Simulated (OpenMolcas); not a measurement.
## Pd2+: effect of the metal basis

Pd2+ with its 8 nearest fluoride ions at 2.323 Å, on the Ca site of CaF2 (a = 5.46294 Å, distance in the model lattice 2.366 Å). The rest of the host is ab initio model potentials to 7.6 Å and point charges beyond; the distance is set by hand and nothing relaxes.

```
Program             : OpenMolcas
Method              : SS-CASPT2, IPEA 0.25 Eh, imaginary shift 0.1 Eh (closed shells correlated: 4s 4p and the ligand valence shells)
Spin-orbit coupling : RASSI with atomic mean-field integrals over the reference wave functions
```

Fixed: ligand basis ANO-RCC-VDZP, active space 8 electrons in 5 orbitals (4d), DKH2 Hamiltonian.

States (labels of O, the rotations of Oh). Energies in cm-1 above the lowest state or level, χT in cm3 K/mol; under a threefold ground state the first gap can be a small split of the lowest multiplet, not the spin-orbit step; 10Dq and B are least-squares fits to the states below 45000 cm-1, weighted by degeneracy, with a free offset, and given where the rms deviation is under 5 % of |10Dq| (or 100 cm-1) and under 700 cm-1; 10Dq is negative for this site.

| Run | Metal basis | Ground state | First state of that spin | 10Dq | B (rms of fit) | First gap with spin-orbit (degeneracies) | χT at 300 K | First state of another spin | Cost |
| --- | --- | --- | --- | --- | --- | --- | --- | --- | --- |
| A | ANO-RCC-VDZP | 3T1 | 3T2 7010 | -8659 | 734 (334) | 890 (1, 3) | 1.471 | 1T2 9570 | roughly 100 core-seconds |
| B | ANO-RCC-VTZP | 3T1 | 3T2 6250 | -8217 | 635 (378) | 840 (1, 3) | 1.568 | 1T2 8920 | roughly 2.6 core-minutes |

Against A, |10Dq| changes by -5.1 % in B.

Costs are those of the CASPT2 steps.

Roots that are degenerate in the reference are averaged as groups; the widest CASPT2 spread within a group is 570 cm-1 (the 3-fold group of multiplicity 1 near 22000 cm-1 above the lowest state of its run, A). Shifts and gaps below about the spread of the groups concerned are not significant. Over all roots computed the reference weight is 0.68 to 0.69 in A, 0.67 to 0.68 in B; a low but even weight reflects the number of correlated electrons. An orbital triplet at a regular site is open to Jahn-Teller coupling, which can distort the site and quench the lowest spin-orbit gaps and is left out. Real 4d8 and 5d8 ions are as a rule square planar and diamagnetic. Ligand-to-metal charge-transfer states are missing. With no ligand orbital active B as a rule stays too high, so bands that hang on it stand too high and its fall with covalency is understated. With one d shell and no ligand orbital active, 10Dq can be off by a tenth or more. Free-ion shares, where given, are those of the reference states; single-state CASPT2 does not remix them. No measured value stands beside these numbers; the geometry was set by hand and not optimised.
